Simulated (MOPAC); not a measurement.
MOPAC input (MNDO):

```
MNDO 1SCF GEO-OK AUX(PRECISION=9) THREADS=1
HgO

Hg   -0.00000000 1   -0.00000000 1   -0.17436200 1
O     0.00000000 1    0.00000000 1    1.74361800 1
```

Output:

```
 *******************************************************************************
 **                                                                           **
 **                              MOPAC v23.2.5                                **
 **                                                                           **
 *******************************************************************************
 ** MOPAC's Digital Object Identifier: https://doi.org/10.5281/zenodo.6511958 **
 **                                                                           **
 ** Please cite the open-source release paper for use of this MOPAC version:  **
 ** J. E. Moussa and J. J. P. Stewart (2026)                                  **
 ** MOPAC: An open-source semiempirical molecular orbital program             **
 ** J. Open Source Softw., 11(119), 8025, https://doi.org/10.21105/joss.08025 **
 *******************************************************************************

                              MNDO CALCULATION RESULTS

 *******************************************************************************
 *  MNDO       - The MNDO Hamiltonian to be used
 *  GEO-OK     - OVERRIDE INTERATOMIC DISTANCE AND OTHER SAFETY CHECKS
 *  1SCF       - DO 1 SCF AND THEN STOP
 *  AUX        - OUTPUT AUXILIARY INFORMATION
 *******************************************************************************
MNDO 1SCF GEO-OK AUX(PRECISION=9) THREADS=1
 HgO

   ATOM   CHEMICAL          X               Y               Z
  NUMBER   SYMBOL      (ANGSTROMS)     (ANGSTROMS)     (ANGSTROMS)

     1      Hg         -0.00000000  *  -0.00000000  *  -0.17436200  *
     2       O          0.00000000  *   0.00000000  *   1.74361800  *

          CARTESIAN COORDINATES

    NO.       ATOM           X           Y           Z

     1        Hg         -0.0000     -0.0000     -0.1744
     2         O          0.0000      0.0000      1.7436

  O: (MNDO): M.J.S. DEWAR, W. THIEL, J. AM. CHEM. SOC., 99, 4899, (1977)
 Hg: (MNDO): M.J.S.DEWAR,  ET. AL. ORGANOMETALLICS 4, 1964, (1985)

           Empirical Formula: O Hg  =     2 atoms

      MOLECULAR POINT GROUP   :   C*v

      RHF CALCULATION, NO. OF DOUBLY OCCUPIED LEVELS = 4

 -------------------------------------------------------------------------------
 MNDO 1SCF GEO-OK AUX(PRECISION=9) THREADS=1
 HgO

     1SCF WAS SPECIFIED, SO BFGS WAS NOT USED
     SCF FIELD WAS ACHIEVED

                              MNDO CALCULATION
                                                       MOPAC v23.2.5 Linux

          FINAL HEAT OF FORMATION =        101.86023 KCAL/MOL =     426.18319 KJ/MOL

          COSMO AREA              =         59.94 SQUARE ANGSTROMS
          COSMO VOLUME            =         40.54 CUBIC ANGSTROMS

          IONIZATION POTENTIAL    =         10.218832 EV
          HOMO LUMO ENERGIES (EV) =        -10.219 -1.859
          NO. OF FILLED LEVELS    =          4
          MOLECULAR WEIGHT        =        216.5894         POINT GROUP:  C*v

          MOLECULAR DIMENSIONS (Angstroms)

            Atom       Atom       Distance
            O     2   Hg     1     1.91798
            O     2   Hg     1     0.00000
           Hg     1    O     2     0.00000

          SCF CALCULATIONS        =          1

   ATOM   CHEMICAL          X               Y               Z
  NUMBER   SYMBOL      (ANGSTROMS)     (ANGSTROMS)     (ANGSTROMS)

     1      Hg         -0.00000000  *  -0.00000000  *  -0.17436200  *
     2       O          0.00000000  *   0.00000000  *   1.74361800  *

                             CARTESIAN COORDINATES

   1   Hg       -0.000000000    -0.000000000    -0.174362000
   2    O        0.000000000     0.000000000     1.743618000

           Empirical Formula: O Hg  =     2 atoms

      MOLECULAR POINT GROUP   :   C*v

                  EIGENVALUES
 -33.63558 -10.58070 -10.21883 -10.21883  -1.85868   4.28056   4.28056   7.71992

              NET ATOMIC CHARGES AND DIPOLE CONTRIBUTIONS

  ATOM NO.   TYPE          CHARGE      No. of ELECS.   s-Pop       p-Pop
    1         Hg           0.374700        1.6253     1.34502     0.28028
    2          O          -0.374700        6.3747     1.90409     4.47061
 DIPOLE           X         Y         Z       TOTAL
 POINT-CHG.     0.000     0.000    -3.452     3.452
 HYBRID         0.000     0.000    -1.884     1.884
 SUM            0.000     0.000    -5.336     5.336

          ATOMIC ORBITAL ELECTRON POPULATIONS

     Atom    s        px        py        pz
    1 Hg   1.34502   0.08336   0.08336   0.11356
    2  O   1.90409   1.91664   1.91664   0.63733

 **********************
 *                    *
 * JOB ENDED NORMALLY *
 *                    *
 **********************

 == MOPAC DONE ==
```

The geometry given is a B3LYP-D3(BJ)/def2-TZVP minimum.
